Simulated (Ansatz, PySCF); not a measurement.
Te(SiH3)2 (H6Si2Te), SMILES [SiH3][Te][SiH3]. Atoms are numbered in the order given.

```xyz
9

Te     0.0000     0.0000     0.7175
Si    -1.8136     0.0000    -1.0390
H     -3.1113     0.0000    -0.3093
H     -1.7125    -1.2127    -1.8993
H     -1.7125     1.2127    -1.8993
Si     1.8136     0.0000    -1.0390
H      1.7125     1.2127    -1.8993
H      1.7125    -1.2127    -1.8993
H      3.1113     0.0000    -0.3093
```

Coordinates come from a B3LYP-D3(BJ)/def2-SVP optimisation. The def2 effective core potentials stand for the cores of Te; spin–orbit coupling is left out.

Vertical ionisation energy (IE) and electron affinity (EA) in eV. Rows of orbital energies are one-electron estimates. Where ΔSCF, EOM or ADC give a negative EA the extra electron is unbound and the value depends on the basis.

```csv
level,IE,EA
"−ε(HOMO), −ε(LUMO), ωB97X/def2-TZVPD (PySCF)",8.61,-0.88
"−ε(HOMO), −ε(LUMO), PBE/def2-TZVPD (PySCF)",5.53,1.67
"ΔSCF, PBE0/def2-SVPD (Ansatz), final states of multiplicity 2 and 2",8.35,-0.47
"ΔSCF, PBE/def2-SVPD (Ansatz), final states of multiplicity 2 and 2",[?],[?]
```

### Question
Complete the blanks. (The exact figures need the calculation; the answer reports its results.)

### Answer

- ΔSCF, PBE/def2-SVPD (Ansatz, an electronic-structure program), final states of multiplicity 2 and 2, IE: 8.27
- ΔSCF, PBE/def2-SVPD (Ansatz), final states of multiplicity 2 and 2, EA: -0.35

### Question
What vertical singlet–triplet gap does ΔSCF give with PBE0/def2-SVPD (Ansatz) and with PBE/def2-SVPD (Ansatz)? (An estimate is asked for; the answer gives what the named calculation found.)

### Answer
3.96 and 3.82 eV (triplet above singlet where positive).
